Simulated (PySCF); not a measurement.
## Electronic structure of Ga⁺ (gallium, charge +1) at the UHF level

Configuration: [Ar] 3d10 4s2, closed-shell 1S. Computed with PySCF 2.14 in cc-pVTZ-PP with ECP10MDF, with scalar relativity through the core potential.

| Item | Value |
| --- | --- |
| Total energy | -258.098725 hartree |
| One-electron energy | -457.0667 hartree |
| Hartree (Coulomb) energy | 220.5257 hartree |
| Exchange energy | -21.5577 hartree |
| ⟨S²⟩ | 0.0000 |
| ⟨L²⟩ | 0.000 |
| Sum of ⟨r⟩ | 17.93 bohr |
| Sum of ⟨r²⟩ | 24.45 bohr² |
| Time after the integrals | 0.16 s of wall time on 1 thread of Neoverse-N1 (shared host) |

| shell | electrons | mean orbital energy (eV) | rms radius, mean of both spins (bohr) |
| --- | --- | --- | --- |
| 3s | 2 | -187.63 | 0.701 |
| 3p | 6 | -132.67 | 0.739 |
| 3d | 10 | -39.971 | 0.890 |
| 4s | 2 | -19.028 | 2.48 |

Energies and moments cover only the electrons outside the core potential.
